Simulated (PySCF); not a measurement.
H4Sn, charge +3, doublet, at a GFN2-xTB geometry of the parent state (such geometries of metal compounds can be far from the true shape) (a state made from the parent by changing its charge; the spin is typed, not shown lowest) (core potentials on Sn); BLYP/def2-SVP in PySCF.

Here is a job for PySCF.
```python
from pyscf import gto, scf, dft

mol = gto.M(
    atom='''
Sn   -0.000000    0.000000    0.000000
H    -0.835561    1.270893   -0.834699
H    -0.209306   -1.210320   -1.225304
H    -0.186072   -1.062305    1.359021
H     1.230939    1.001732    0.700982
''',
    basis='def2-svp',
    ecp={'Sn': 'def2-svp'},
    charge=3,
    spin=1,
    verbose=4,
)

mf = dft.ROKS(mol)
mf.xc = 'blyp'
mf.kernel()
mf.analyze()
```

Q: Write the output that PySCF gives for this input, abridged.

A: 
```
PySCF version 2.14.0

[INPUT] verbose = 4
[INPUT] num. atoms = 5
[INPUT] num. electrons = 23
[INPUT] charge = 3
[INPUT] spin (= nelec alpha-beta = 2S) = 1
[INPUT] symmetry False subgroup None
[INPUT] Mole.unit = angstrom
[INPUT] Symbol           X                Y                Z      unit          X                Y                Z       unit  Magmom
[...]
nuclear repulsion = 27.9824417544721
number of shells = 22
number of NR pGTOs = 89
number of NR cGTOs = 46
basis = def2-svp
ecp = {'Sn': 'def2-svp'}

******** <class 'pyscf.dft.roks.ROKS'> ********
method = ROKS
initial guess = minao
damping factor = 0
level_shift factor = 0
DIIS = <class 'pyscf.scf.diis.CDIIS'>
diis_start_cycle = 1
diis_space = 8
diis_damp = 0
SCF conv_tol = 1e-09
SCF conv_tol_grad = None
SCF max_cycles = 50
direct_scf = True
direct_scf_tol = 1e-13
num. doubly occ = 11  num. singly occ = 1
XC library pyscf.dft.libxc version 7.1.2
    S. Lehtola, C. Steigemann, M. J. T. Oliveira, and M. A. L. Marques,  SoftwareX 7, 1–5 (2018)
XC functionals = blyp
    A. D. Becke,  Phys. Rev. A 38, 3098 (1988)
    C. Lee, W. Yang, and R. G. Parr,  Phys. Rev. B 37, 785 (1988)
    B. Miehlich, A. Savin, H. Stoll, and H. Preuss,  Chem. Phys. Lett. 157, 200 (1989)
radial grids:
    Treutler-Ahlrichs [JCP 102, 346 (1995); DOI:10.1063/1.469408] (M4) radial grids

becke partition: Becke, JCP 88, 2547 (1988); DOI:10.1063/1.454033
pruning grids: <function nwchem_prune>
grids dens level: 3
symmetrized grids: False
atomic radii adjust function: <function treutler_atomic_radii_adjust>
small_rho_cutoff = 0
Set gradient conv threshold to 3.16228e-05
tot grids = 61192
init E= -193.889727435908
[...]
cycle= 1 E= -213.884057201859  delta_E=  -20  |g|= 2.15  |ddm|= 4.79
[...]
cycle= 2 E= -213.895502698316  delta_E= -0.0114  |g|= 2.02  |ddm|= 3.36

WARN: HOMO -1.03292535471101 >= LUMO -1.08685988219288

cycle= 3 E= -214.369269091535  delta_E= -0.474  |g|= 0.342  |ddm|=  1.8

WARN: HOMO -1.03022117688753 >= LUMO -1.03640956903316

cycle= 4 E= -214.267159388917  delta_E= 0.102  |g|= 0.465  |ddm|= 1.42
[...]
cycle= 5 E= -214.579252889112  delta_E= -0.312  |g|= 0.188  |ddm|= 1.02
[...]
cycle= 6 E= -214.594994826577  delta_E= -0.0157  |g|= 0.128  |ddm|= 0.136
[...]
cycle= 7 E= -214.566417948118  delta_E= 0.0286  |g|= 0.252  |ddm|= 0.874
[...]
cycle= 8 E= -214.578169774321  delta_E= -0.0118  |g|= 0.212  |ddm|= 0.0629
[...]
cycle= 9 E= -214.591064050197  delta_E= -0.0129  |g|= 0.157  |ddm|= 0.0735
[...]
[...]
[...]
cycle= 30 E= -214.569100378084  delta_E= -0.179  |g|= 0.242  |ddm|= 0.897
[...]
cycle= 31 E= -214.565426138705  delta_E= 0.00367  |g|= 0.254  |ddm|= 0.0475
[...]
cycle= 32 E= -214.566803214131  delta_E= -0.00138  |g|= 0.25  |ddm|= 0.0879
[...]
cycle= 33 E= -214.575695314167  delta_E= -0.00889  |g|= 0.218  |ddm|= 0.16
[...]
cycle= 34 E= -214.594616413198  delta_E= -0.0189  |g|= 0.136  |ddm|= 0.122
[...]
cycle= 35 E= -214.575414700593  delta_E= 0.0192  |g|= 0.223  |ddm|= 0.867
[...]
cycle= 36 E= -214.578164156348  delta_E= -0.00275  |g|= 0.211  |ddm|= 0.0908
[...]
cycle= 37 E= -214.57920819377  delta_E= -0.00104  |g|= 0.208  |ddm|= 0.0261
[...]
cycle= 38 E= -214.573304153652  delta_E= 0.0059  |g|= 0.228  |ddm|= 0.0543
[...]
cycle= 39 E= -214.577035699929  delta_E= -0.00373  |g|= 0.214  |ddm|= 0.0476
[...]
cycle= 40 E= -214.581941262716  delta_E= -0.00491  |g|= 0.197  |ddm|= 0.143
[...]
cycle= 41 E= -214.601322572321  delta_E= -0.0194  |g|= 0.106  |ddm|= 0.219
[...]
cycle= 42 E= -214.591974235266  delta_E= 0.00935  |g|= 0.153  |ddm|= 0.643
[...]
cycle= 43 E= -214.588936477881  delta_E= 0.00304  |g|= 0.167  |ddm|= 0.427
[...]
cycle= 44 E= -214.600834841753  delta_E= -0.0119  |g|= 0.0954  |ddm|= 0.771
[...]
cycle= 45 E= -214.588628203963  delta_E= 0.0122  |g|= 0.167  |ddm|= 0.779
[...]
cycle= 46 E= -214.59538697242  delta_E= -0.00676  |g|= 0.141  |ddm|= 0.16
[...]
cycle= 47 E= -214.587935361546  delta_E= 0.00745  |g|= 0.17  |ddm|= 0.18
[...]
cycle= 48 E= -214.587653491261  delta_E= 0.000282  |g|= 0.168  |ddm|= 0.0909
[...]
cycle= 49 E= -214.5886196309  delta_E= -0.000966  |g|= 0.164  |ddm|= 0.0376
[...]
cycle= 50 E= -214.589196347582  delta_E= -0.000577  |g|= 0.161  |ddm|= 0.0441
SCF not converged.
SCF energy = -214.589196347582
**** SCF Summaries ****
Total Energy =                        -214.589196347581748
Nuclear Repulsion Energy =              27.982441754472148
One-electron Energy =                 -411.526150402734459
Two-electron Energy =                  168.954512300680562
Two-electron Coulomb Energy =          187.417253259931528
DFT Exchange-Correlation Energy =      -18.462740959250965
HOMO-LUMO gap [eV] =                     1.864311191497267
**** MO energy ****
                Roothaan           | alpha              | beta
[...]
WARN: System has nonzero charge 3; the dipole moment is origin-dependent.
Location of origin: [0. 0. 0.]

Dipole moment(X, Y, Z, Debye): -1.69128,  0.46040,  1.05015
```

Convergence was not reached.
